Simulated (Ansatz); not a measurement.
Input file for `[F][In]([SH])[Br]`:

```yaml
crystal:
  periodic: [false, false, false]
  atoms:
    - {symbol: F, position_ang: [-1.520999, 0.338051, -1.275576]}
    - {symbol: In, position_ang: [-0.229868, -0.469874, -0.074469]}
    - {symbol: S, position_ang: [1.374137, 0.969728, 0.862941]}
    - {symbol: Br, position_ang: [-0.476852, -2.864570, 0.274426]}
    - {symbol: H, position_ang: [0.853582, 2.026664, 0.212678]}
basis:
  gaussian: {orbitals: def2-QZVPP}
correlation: {method: ccsd_t}
```

```sh
$ ansatz run in.yaml --threads 2 --pin off --events-out ev --progress --plain --max-ram 32768MiB --backend cuda --devices 0, --max-vram 18GiB
```

The program prints (abridged):

```
Functional definition: HF
2082 factors; integrals over basis functions are off by at most 9.3e-4 eV
mean field evaluation 1: about -88690.9342 eV, gradient 3.7e1 eV
mean field evaluation 2: about -88691.0507 eV, gradient 3.7e1 eV
mean field evaluation 4: about -88693.7252 eV, gradient 2.3e0 eV
mean field evaluation 8: about -88693.7675 eV, gradient 3.9e-1 eV
mean field evaluation 16: about -88693.7683 eV, gradient 1.5e-6 eV
mean field -88693.76827725 eV, -3259.4358653937 hartree, gradient 1.5e-6 eV, S^2 0.000000; 0 other end points of the search recorded, 0 dependent functions left out
19 core orbitals not correlated: weight in the atoms' cores, before any rotation towards them, 1.000 or more for the frozen orbitals, at most 0.000 for the correlated occupied ones
reference -88693.76827725 eV, -3259.4358653937 hartree; 22, 22 occupied and 287, 287 virtual orbitals, 2082 factors
second order -41.43654975 eV of doubles, -0.00000000 eV of singles
cycle   1  -39.57401053 eV  change     1.9e0 eV  update   1.3e-1
cycle   2  -40.29165156 eV  change   -7.2e-1 eV  update   4.1e-2
cycle   3  -40.46361951 eV  change   -1.7e-1 eV  update   2.2e-2
cycle   4  -40.43370125 eV  change    3.0e-2 eV  update   6.9e-3
cycle   5  -40.41900613 eV  change    1.5e-2 eV  update   2.8e-3
cycle   6  -40.42152713 eV  change   -2.5e-3 eV  update   9.8e-4
cycle   7  -40.42188426 eV  change   -3.6e-4 eV  update   2.7e-4
cycle   8  -40.42158283 eV  change    3.0e-4 eV  update   9.8e-5
cycle   9  -40.42155293 eV  change    3.0e-5 eV  update   3.6e-5
perturbative correction -1.26848697 eV, -0.0466160362 hartree
Total energy: -88735.45831715 eV, -3260.9679461012 hartree
```

Hardware: 2 threads of an AMD EPYC 7R13 on a shared host and a share of an NVIDIA H100 80 GB. Wall time 11 s, peak host memory 1.4 GiB.

Correlation energy per correlated electron: -0.948 eV. T1 diagnostic: 0.0125.
